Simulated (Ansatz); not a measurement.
A run for Ansatz (a first-principles code): R-wB97X-V/def2-TZVPPD on N2 (SMILES N#N) with ghost functions, monomers drawn apart or pushed together. Files ending in .json are basis or fitting sets from the Basis Set Exchange.

Ansatz 0.2 input:
```yaml
crystal:
  periodic: [false, false, false]
  atoms:
    - {symbol: N, position_ang: [-0.34312846, 0.10551158, -0.85592625]}
    - {symbol: N, position_ang: [0.26455742, -0.08135483, 0.03025079]}
basis:
  gaussian:
    orbitals: def2-TZVPPD.json
    ghost_atoms:
      - {symbol: C, position_ang: [0.58714365, -0.28314840, 4.47279197]}
      - {symbol: O, position_ang: [-0.45858036, -0.01439237, 4.99424746]}
      - {symbol: H, position_ang: [0.85590441, -1.31988849, 4.19284642]}
      - {symbol: H, position_ang: [1.34424356, 0.48999450, 4.23939379]}
hamiltonian:
  xc: {name: wB97X-V}
scf: {lower_state_search: off}
```

It printed:

```
WARN ansatz: RAYON_NUM_THREADS=2 ignored (pool sized by the plan → 2); use --threads N
Functional definition: wB97X-V
these checks for a lower state are left out or cut short: stability, starts, cluster_reference, orbital_swaps, neighbouring_geometries, increment
integrals: 0.08 GiB planned
800 factors; their error is unknown
integrals: 0.12 GiB planned
227 factors; integrals over basis functions are off by at most 4.9e-5 eV
mean field: 0.74 GiB planned
mean field evaluation 1: about -2980.3176 eV, gradient 1.6e1 eV
mean field evaluation 2: about -2980.6801 eV, gradient 6.0e0 eV
mean field evaluation 4: about -2980.7405 eV, gradient 8.4e-2 eV
mean field evaluation 8: about -2980.7491 eV, gradient 2.4e-3 eV
mean field -2980.74911164 eV, -109.5405094284 hartree, gradient 3.1e-6 eV, S^2 0.000000; 0 other end points of the search recorded, 0 dependent functions left out
reference -2980.74911035 eV, -109.5405093812 hartree; 7, 7 occupied and 178, 178 virtual orbitals, 800 factors
Total energy: -2980.74911035 eV, -109.5405093812 hartree
Checks for a lower state left out: stability, starts, cluster_reference, orbital_swaps, neighbouring_geometries, increment
```

The calculation finished and met its thresholds.

Cost: very roughly 3 core-seconds.
